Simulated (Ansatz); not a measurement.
An input meant for Ge₃Te₂ (charge 0, singlet).

```yaml
crystal:
  periodic: [false, false, false]
  atoms:
    - {symbol: Ge, position_ang: [0.223347, -1.182596, 1.548974]}
    - {symbol: Ge, position_ang: [0.285559, 0.917006, -1.710345]}
    - {symbol: Ge, position_ang: [-1.373040, 0.716572, 0.435421]}
    - {symbol: Te, position_ang: [1.416528, 1.121953, 0.749771]}
    - {symbol: Te, position_ang: [-0.552394, -1.572945, -1.023821]}
basis:
  gaussian: {orbitals: STO-3G, nuclear_model: gaussian}
hamiltonian: {xc: {name: HF}}
correlation: {active_space: {window: {electrons: 40, orbitals: 30}}}
accuracy: high
scf: {omitted_lower_state_checks: [starts]}
output: {forces: true}
```

```sh
$ ansatz run in.yaml --threads 4 --pin off --events-out ev --progress --plain --max-ram 4787MiB
```

Shortened log:

```
Functional definition: HF
1628 factors; integrals over basis functions are off by at most 5.3e-9 eV
mean field evaluation 1: about -523803.3484 eV, gradient 1.5e1 eV
mean field evaluation 2: about -523803.4944 eV, gradient 1.5e1 eV
mean field evaluation 4: about -523805.2224 eV, gradient 1.3e0 eV
mean field evaluation 8: about -523805.2413 eV, gradient 1.8e-2 eV
mean field -523805.24128844 eV, -19249.4875694056 hartree, gradient 5.6e-8 eV, S^2 0.000000; 0 other end points of the search recorded, 0 dependent functions left out
reference -523805.24128844 eV, -19249.4875694056 hartree; 100, 100 occupied and 8, 8 virtual orbitals, 1628 factors
Error: 40 electrons in 30 orbitals form no window around the highest filled level of the reference
```

**Question.** What is wrong with this run?

**Answer.** The active space doesn't fit the electrons. The run stopped with an error.
